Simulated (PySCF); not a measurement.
Isomers of C6H12OP2, mass 162.036 u with the commonest isotopes. Theory: PBE0-D3(BJ)/def2-SVP geometry optimisation, gas phase (PySCF 2.14.0). One conformer each, none proved a minimum here; rigid rotors.

Question: Order these by rotational constant A, smallest first.
A. `[CH2:1]=[CH:2][P:3]1(=[O:4])[CH2:5][CH2:6][PH:7][CH2:8][CH2:9]1` with C1–C2–P3–O4 0°, C2–P3–C5–C6 173°, P3–C5–C6–P7 -69°, C5–C6–P7–C8 65°, C6–P7–C8–C9 -65°
B. `[CH3:1]/[CH:2]=[CH:3]/[P@@:4]([CH3:5])(=[O:6])/[CH:7]=[CH:8]/[PH2:9]` with C2–C3–P4–C5 -127°, C3–P4–C7–C8 -124°, C7–C8–P9–H -126° and -30°
C. `[CH2:1]=[CH:2][CH2:3]/[P:4]=[P:5]/[CH2:6][CH2:7][CH2:8][OH:9]` with C1–C2–C3–P4 -112°, C2–C3–P4–P5 9°, P4–P5–C6–C7 0°, P5–C6–C7–C8 -178°, C6–C7–C8–O9 -176°

Answer: B (1757 MHz), A (2482 MHz), C (3379 MHz).

Question: Order these by out-of-plane moment Σ m c² = (Ia + Ib − Ic)/2, largest first.
A. `[CH3:1]/[CH:2]=[CH:3]/[P@@:4]([CH3:5])(=[O:6])/[CH:7]=[CH:8]/[PH2:9]` with C2–C3–P4–C5 -127°, C3–P4–C7–C8 -124°, C7–C8–P9–H -126° and -30°
B. `[CH2:1]=[CH:2][CH2:3]/[P:4]=[P:5]/[CH2:6][CH2:7][CH2:8][OH:9]` with C1–C2–C3–P4 -112°, C2–C3–P4–P5 9°, P4–P5–C6–C7 0°, P5–C6–C7–C8 -178°, C6–C7–C8–O9 -176°
C. `[CH2:1]=[CH:2][P:3]1(=[O:4])[CH2:5][CH2:6][PH:7][CH2:8][CH2:9]1` with C1–C2–P3–O4 0°, C2–P3–C5–C6 173°, P3–C5–C6–P7 -69°, C5–C6–P7–C8 65°, C6–P7–C8–C9 -65°

Answer: C (76.12 u·Å²), A (74.17 u·Å²), B (16.82 u·Å²).

Question: Order these by dipole moment, largest first.
A. `[CH3:1]/[CH:2]=[CH:3]/[P@@:4]([CH3:5])(=[O:6])/[CH:7]=[CH:8]/[PH2:9]` with C2–C3–P4–C5 -127°, C3–P4–C7–C8 -124°, C7–C8–P9–H -126° and -30°
B. `[CH2:1]=[CH:2][P:3]1(=[O:4])[CH2:5][CH2:6][PH:7][CH2:8][CH2:9]1` with C1–C2–P3–O4 0°, C2–P3–C5–C6 173°, P3–C5–C6–P7 -69°, C5–C6–P7–C8 65°, C6–P7–C8–C9 -65°
C. `[CH2:1]=[CH:2][CH2:3]/[P:4]=[P:5]/[CH2:6][CH2:7][CH2:8][OH:9]` with C1–C2–C3–P4 -112°, C2–C3–P4–P5 9°, P4–P5–C6–C7 0°, P5–C6–C7–C8 -178°, C6–C7–C8–O9 -176°

Answer: A (3.81 D), B (2.54 D), C (1.37 D).

| SMILES | point group | Ia (u·Å²) | Ib (u·Å²) | Ic (u·Å²) | κ | μa (D) | μb (D) | μc (D) |
| --- | --- | --- | --- | --- | --- | --- | --- | --- |
| C/C=C/[P@@](C)(=O)/C=C/P | C1 | 287.67 | 951.72 | 1091.06 | -0.90 | 1.17 | 1.22 | 3.41 |
| C=CP1(=O)CCPCC1 | Cs | 203.58 | 654.35 | 705.69 | -0.94 | 0.18 | 0.02 | 2.53 |
| C=CC/P=P/CCCO | C1 | 149.54 | 1196.63 | 1312.54 | -0.98 | 0.89 | 0.12 | 1.03 |
